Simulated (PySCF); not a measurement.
Species: N-formylpyrrolidine, C₅H₉NO.
SMILES with atom numbers: `[O:1]=[CH:2][N:3]1[CH2:4][CH2:5][CH2:6][CH2:7]1`

Probes without a nucleus sit at each ring's centroid and 1 Å off its mean plane on both sides; NICS is minus the shielding there, NICSzz its component along the normal. Level: GIAO PBE0/pcSseg-1 (PySCF, non-relativistic, gas phase) on the GFN2-xTB geometry, one conformer.

Ring bond lengths (Å), with Mayer bond orders in brackets: N3–C4 1.454 (0.88), C4–C5 1.525 (1.02), C5–C6 1.529 (1.04), C6–C7 1.528 (1.02), C7–N3 1.450 (0.89).

Give the NICS values of each ring in ppm.

| ring | type | NICS(0) | NICS(1), two faces | NICS(1)zz, two faces | rms pucker (Å) | centre to ring atoms, mean (Å) |
| --- | --- | --- | --- | --- | --- | --- |
| N3–C4–C5–C6–C7 | 5-membered ring with N; formal bonds all single | -7.0 | -3.4 / -3.4 | -3.7 / -4.0 | 0.17 | 1.25 |

What do they say, and how far can they be read as aromaticity?

- N3–C4–C5–C6–C7: mean NICS(1)zz -3.9 ppm, shielded. C4, C5, C6, C7 have four or more neighbours; no verdict on aromaticity is drawn.

What is the mean of the two in-plane components of NICS at the second NICS(1) probe listed for ring N3–C4–C5–C6–C7, 1 Å off the ring?

The isotropic value is a third of the trace: (3 × -3.4 − (-4.0))/2 = -3.1 ppm.

On one thread of an Arm Neoverse V2, shared host, this took 17 s. This is the whole shielding run at PBE0/pcSseg-1, SCF included.
